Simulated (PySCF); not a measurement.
**Radial density of Ga (gallium, neutral)**

UHF, [Ar] 3d10 4s1 4p2, high-spin 4P determinant (an excited configuration). All numbers are calculated (PySCF 2.14, scalar relativity by spin-free X2C-1e, in x2c-QZVPPall with one added diffuse shell each of s, p, d, f type (12s8p6d5f1g, 110 functions)).

```tsv
r (bohr)	4πr²ρ (e/bohr)	4πr²(ρα − ρβ)
0.000815	0.2607	0.0001
0.00137	0.6571	0.0003
0.00231	1.622	0.0007
0.00388	3.867	0.0016
0.00652	8.680	0.0036
0.0110	17.56	0.0071
0.0185	29.78	0.0115
0.0310	37.92	0.0132
0.0522	33.51	0.0131
0.0878	32.05	0.0357
0.148	43.84	0.0481
0.249	28.69	-0.0467
0.418	23.33	0.0418
0.703	22.81	-0.0382
1.18	6.163	0.3120
1.99	1.625	1.1636
3.35	0.7735	0.7651
5.63	0.09169	0.0917
9.47	0.001763	0.0018
```

Densities and radii are taken from the X2C orbitals without a picture-change correction, which distorts them close to the nucleus.

**Question.** Where is the radial spin density 4πr²(ρα − ρβ) most negative, and why is it negative at all?

**Answer.** Around r = 0.249 bohr, down to -0.0467 e/bohr: exchange with the open shell polarises the paired shells in an unrestricted calculation.
